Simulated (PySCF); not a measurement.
PbHBr, SMILES [Br][PbH] (connectivity only; charge and spin as stated), neutral, multiplicity 1.

Geometry: PBE0-D3(BJ)/def2-TZVP. The def2 effective core potentials stand for the cores of Pb; spin–orbit coupling is left out.

Computed with M06-2X/def2-TZVPD (PySCF).

Symmetry labels are those of the subgroup Cs that the program uses (full group Cs).

Computed valence orbital energies around the gap with their symmetry:
```tsv
orbital	symmetry	energy (eV)
HOMO−7	A"	-26.48
HOMO−6	A'	-26.29
HOMO−5	A'	-22.13
HOMO−4	A'	-15.72
HOMO−3	A'	-9.82
HOMO−2	A'	-9.27
HOMO−1	A"	-9.18
HOMO	A'	-8.06
LUMO	A"	-2.28
LUMO+1	A'	-0.48
LUMO+2	A'	0.10
LUMO+3	A'	0.88
```
